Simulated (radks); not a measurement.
The silver ion Ag2+ inside a hard spherical wall (all orbitals vanish at R), configuration held at [Kr] 4d9 and not refilled when levels cross. All-electron calculation, scalar-relativistic Kohn-Sham, LDA (Slater exchange, VWN5 correlation), spin-polarised, spherical densities, point nucleus; open shells are filled with parallel spins first (spin-orbit coupling, left out, can overturn this in heavy ions). Program: a radial shooting solver on a logarithmic mesh with Libxc functionals. Eigenvalues in eV for spin up, with the zero of energy where the potential of the charges vanishes at infinity; a dash marks a level that is unbound or too diffuse for the functional's potential to be trusted. A positive occupied level is held by the wall or, in an anion where self-interaction has pushed it up, behind a barrier. The pressure on the wall is -dE/dV.

| R (bohr) | E (hartree) | kinetic (hartree) | e(3d) | e(4s) | e(4p) | e(4d) | e(5s, empty) | e(5p, empty) | pressure (GPa) |
|---|---|---|---|---|---|---|---|---|---|
| free | -5310.03973 | 5515.166 | -381.79 | -118.00 | -81.457 | -29.478 | -21.270 | -14.572 | 0 |
| 20 | -5310.03973 | 5515.166 | -381.79 | -118.00 | -81.457 | -29.478 | -21.270 | -14.572 | < 0.0001 |
| 15 | -5310.03973 | 5515.166 | -381.79 | -118.00 | -81.457 | -29.478 | -21.270 | -14.572 | < 0.0001 |
| 12 | -5310.03973 | 5515.166 | -381.79 | -118.00 | -81.457 | -29.478 | -21.270 | -14.572 | < 0.0001 |
| 10 | -5310.03973 | 5515.166 | -381.79 | -118.00 | -81.457 | -29.478 | -21.270 | -14.572 | < 0.0001 |
| 7 | -5310.03971 | 5515.167 | -381.79 | -117.99 | -81.456 | -29.477 | -21.260 | -14.497 | 0.00213 |
| 3.5 | -5309.93445 | 5515.936 | -379.34 | -115.92 | -79.472 | -27.503 | -15.160 | -4.447 | 48.4 |
